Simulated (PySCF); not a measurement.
The same groups moved round the core (phenanthrene mercapto). Gas-phase values, no solvent. One relaxed conformer stands for each flexible species; it need not be the lowest. Strings in code marks are SMILES.

The brightest of the four lowest singlets (TDA) from two functionals at the same geometries (PBE0-D4/def2-SVP), both in PySCF: PBE-D3(BJ)/def2-SVP and PBE0-D4/def2-SVP. Excitations are Tamm–Dancoff values on a coarser integration grid. The basis has no diffuse functions, so Rydberg states are missing or too high.

```
species                                               PBE-D3(BJ)/def2-SVP (eV)  PBE0-D4/def2-SVP (eV)
----------------------------------------------------  ------------------------  ---------------------
`Sc1cc2ccccc2c2ccccc12` (H–S–C–C torsion 128°)                            3.64                   4.25
`Sc1ccc2c(ccc3ccccc32)c1` (H–S–C–C torsion 0°)                            4.25                   4.93
`c1cc2c(c3c(cc2)ccc(S)c3)cc1` (H–S–C–C torsion 180°)                      3.59                   4.22
`Sc1cccc2c1ccc1ccccc12` (H–S–C–C torsion 127°)                            3.61                   4.22
```

Over these rows, drawn at random from the members with no instability flagged (it was tested for open shells, ions and some series alone), PBE minus PBE0-D4: mean -0.63 eV, from -0.68 eV to -0.61 eV.
